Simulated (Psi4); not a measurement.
Complex: NH3 (SMILES N) (first 4 atoms) with SiH4 (SMILES [SiH4]); geometry from B3LYP-D3(BJ)/def2-TZVP, rigid monomers moved along the line of their centres of mass till N1···Si5 is 6.57 Å.
(charge 0, multiplicity 1):
```xyz
9

N      0.070     0.164    -0.007
H     -0.744     0.643     0.360
H      0.038    -0.793     0.325
H      0.890     0.601     0.394
Si    -0.077    -0.076     6.552
H      1.158     0.612     6.114
H     -0.110    -0.130     8.031
H     -0.097    -1.453     6.010
H     -1.259     0.667     6.062
```

All values below come from SAPT0/jun-cc-pV(D+d)Z (Psi4).

Which attractive term is largest, and how does the interaction split up?

electrostatics 0.01, exchange 0.00, induction 0.00, dispersion -0.02, total -0.01 kcal/mol; the largest attraction is dispersion.
